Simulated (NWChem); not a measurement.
A series in which one site is exchanged, each optimised at PBE0/def2-SVP with NWChem, gas phase unless a solvent is named. All stand in one matching conformer (torsions within 35°), which need not be the lowest. Low-valent species are run as closed-shell singlets; no triplet was tried in these runs. For some, no frequency run checked for a minimum. def2 effective core potentials on Sn, Pb; no spin-orbit coupling.

A: O[Si]F (SiHOF; site = Si)
B: [OH][Sn][F] (SnHOF; site = Sn)
C: [F][Pb][OH] (PbHOF; site = Pb)

```
quantity                                                   A           B      C
-----------------------------------------------------  -----  ----------  -----
dipole (D), PBE0/def2-SVP                               0.99  (withheld)   2.84
orbital gap (eV), PBE0/def2-SVP                         6.26  (withheld)   5.70
vertical ionisation energy, ΔSCF, B3LYP/def2-SVP (eV)  10.43  (withheld)  10.26
static polarisability, B3LYP/def2-SVPD (bohr³)          33.7  (withheld)   44.4
lowest singlet excitation, B3LYP/def2-SVPD, TDA (eV)    5.78  (withheld)   4.32
```

Task: Fill in the missing entries.

Result: 
- dipole (D), PBE0/def2-SVP, B: 1.67
- orbital gap (eV), PBE0/def2-SVP, B: 5.76
- vertical ionisation energy, ΔSCF, B3LYP/def2-SVP (eV), B: 10.40
- static polarisability, B3LYP/def2-SVPD (bohr³), B: 43.3
- lowest singlet excitation, B3LYP/def2-SVPD, TDA (eV), B: 4.69
